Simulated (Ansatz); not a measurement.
System: ZrI₃, charge 0, multiplicity 2. The spin state was set by rule; other spins were not relaxed. 
Geometry from a B3LYP-D3(BJ)/def2-TZVP (Ansatz, a program for electronic structure) optimisation:
```
Zr
I 1 2.7040
I 1 2.7040 2 120.00
I 1 2.7040 2 120.00 3 -180.00
```
Charge 0, spin multiplicity 2.

Total electronic energies in hartree. Valence correlation only, unless marked. UHF or UKS for open shells. Spin-orbit coupling is left out. The frozen core is the preceding noble-gas configuration, with the filled d and f shells of earlier blocks. Past Kr the def2 sets carry scalar-relativistic core potentials. Basis-set limits of correlation are two-point, X^-3; Hartree-Fock from the larger set. The bracket is a focal-point correction in the basis named.

```csv
level,program,energy (Eh)
HF/def2-SVP,Ansatz,-936.69845
HF/def2-QZVPPD,Ansatz,-936.74823
BLYP-D3(BJ)/def2-TZVPD,Ansatz + dftd3,-940.18637
BLYP-D4/def2-TZVPD,Ansatz + dftd4,-940.18421
revPBE-D4/def2-TZVPD,Ansatz + dftd4,-940.53728
PBE0-D3(BJ)/def2-TZVP,Ansatz + dftd3,-940.40163
BHLYP-D4/def2-TZVPD,Ansatz + dftd4,(withheld)
CAM-B3LYP-D4/def2-TZVPD,Ansatz + dftd4,-940.33642
RPA@PBE/def2-TZVPP,Ansatz,-937.54156
RI-MP2/def2-TZVPP,Ansatz,-937.23518
RI-MP2/def2-QZVPP,Ansatz,-937.30389
CCSD/def2-SVPD,Ansatz,-937.10508
CCSD(T)/def2-TZVPPD,Ansatz,-937.30538
"RI-MP2/CBS(def2-TZVPPD,def2-QZVPPD)+[CCSD(T)-MP2]/def2-SVPD",Ansatz,-937.3931
"RI-MP2/CBS(def2-TZVPPD,def2-QZVPPD)+[CCSD(T)-MP2]/def2-TZVPPD",Ansatz,-937.4155
```

Q: Complete the blanks.

A: 
- BHLYP-D4/def2-TZVPD, energy (Eh): -940.15010
